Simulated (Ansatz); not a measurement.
Cost against result

Saddle point of CH9NSn, closed shell (SnNH₅ ([NH2][SnH3]) + CH₄ → CH₆Sn ([CH3][SnH3]) + NH₃; bonds formed: Sn1–C7, N2–H6; bonds broken: Sn1–N2, H6–C7), PBE0-D4/def2-TZVP structure:

| atom | x (Å) | y (Å) | z (Å) |
| --- | --- | --- | --- |
| Sn1 | -1.3297 | 0.0198 | -0.0085 |
| N2 | 0.2768 | -0.8810 | 1.1707 |
| H3 | -1.4947 | -0.4818 | -1.6281 |
| H4 | -1.5355 | 1.6648 | 0.3754 |
| H5 | -2.5823 | -0.8255 | 0.8520 |
| H6 | 0.8619 | -0.2298 | 0.3566 |
| C7 | 1.0945 | 0.6609 | -0.8857 |
| H8 | 0.3790 | -1.8892 | 1.1088 |
| H9 | 0.3479 | -0.6028 | 2.1447 |
| H10 | 0.5815 | 1.5080 | -1.3528 |
| H11 | 2.0091 | 1.0776 | -0.4433 |
| H12 | 1.3916 | -0.0208 | -1.6898 |

Barriers are electronic and count from the start structure reached by relaxing down the imaginary mode.

Program: Ansatz 0.2.0. Basis: as named in each row. Cores are frozen in the correlated methods. Filled d shells of the heavier atoms are correlated. Core potentials replace the inner electrons of the atoms past krypton. The def2 sets are not built for correlating such inner shells, so the correlated values are less sure here. B3LYP uses VWN-RPA correlation. Extrapolation: Hartree–Fock as exp(−7.88 √X), correlation as X^−2.97.

Times are rough, for one single point on 4 threads of a shared host (Arm Neoverse V2).

The estimate by CCSD(T) at an estimated basis limit (MP2 extrapolated from triple and quadruple zeta, plus CCSD(T) − MP2 in triple zeta) is 212.2 kJ/mol.

| method | basis | time (s) | barrier (kJ/mol) | method less estimate |
| --- | --- | --- | --- | --- |
| SPW92 | def2-SVP | under 1 | 137.8 | -74.4 |
| PBE-D4 | def2-SVP | under 1 | 168.7 | -43.5 |
| PBE0-D4 | def2-SVP | under 1 | 186.8 | -25.3 |
| SPW92 | def2-TZVPP | 1 | 151.0 | -61.2 |
| PBE-D4 | def2-TZVPP | 2 | 180.6 | -31.5 |
| BLYP-D4 | def2-TZVPP | 2 | 196.7 | -15.4 |
| BHLYP-D4 | def2-TZVPP | 2 | 228.5 | 16.3 |
| PBE0-D4 | def2-TZVPP | 2 | 197.1 | -15.1 |
| B3LYP-D4 | def2-TZVPP | 2 | 209.3 | -2.8 |
| CAM-B3LYP-D4 | def2-TZVPP | 2 | 217.2 | 5.0 |
| r2SCAN-D4 | def2-TZVPP | 4 | 194.7 | -17.5 |
| wB97M-V | def2-SVP | 4 | 197.5 | -14.7 |
| r2SCAN0-D4 | def2-TZVPP | 4 | 205.8 | -6.3 |
| B2PLYP | def2-TZVPP | 4 | 218.0 | 5.8 |
| PBE-QIDH | def2-TZVPP | 4 | 211.1 | -1.0 |
| CCSD(T) | def2-SVP | 5 | 220.3 | 8.1 |
| RPA on PBE | def2-TZVPP | 6 | 218.8 | 6.6 |
| wB97X-V | def2-TZVPP | 6 | 217.7 | 5.6 |
| wB97M-V | def2-TZVPP | 7 | 211.0 | -1.1 |
| B97M-V | def2-TZVPP | 8 | 208.7 | -3.5 |
| MP2 | def2-QZVPP | 18 | 211.1 | -1.0 |
| CCSD(T) | def2-TZVPP | 140 | 217.6 | 5.5 |

All methods are single points on the PBE0-D4 structures.

The T1 diagnostic stays at or below 0.013.

Labels in which every atom is bracketed show which atoms are joined, not bond orders.
